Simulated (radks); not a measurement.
The numbers below are computed, except where a source is named.
Coulomb parameter of the 4f shell of the neodymium ion Nd2+ in the model configuration [Xe] 4f2.5 6s1.5, as a second difference U = [E(n + 0.5) + E(n - 0.5) - 2 E(n)] / (0.5)^2 with all orbitals relaxed. "Bare": the charge of the atom changes with n. "Screened": the 6s shell takes up the change at fixed total charge, which measures U(4f,4f) + U(6s,6s) - 2 U(4f,6s). Level of theory: Dirac Kohn-Sham, PBE, spin-unpolarised, spherical densities, point nucleus; open shells are shared between the two j in proportion to 2j + 1 (a radial shooting solver on a logarithmic mesh with Libxc functionals).

case              configuration  E - E(n) (eV)
start          [Xe] 4f2.5 6s1.5          0.000
bare +0.5        [Xe] 4f3 6s1.5        -11.485
bare -0.5        [Xe] 4f2 6s1.5         15.859
screened +0.5      [Xe] 4f3 6s1         -4.537
screened -0.5      [Xe] 4f2 6s2          6.464

U(bare) = 17.495 eV, U(screened by 6s) = 7.708 eV.
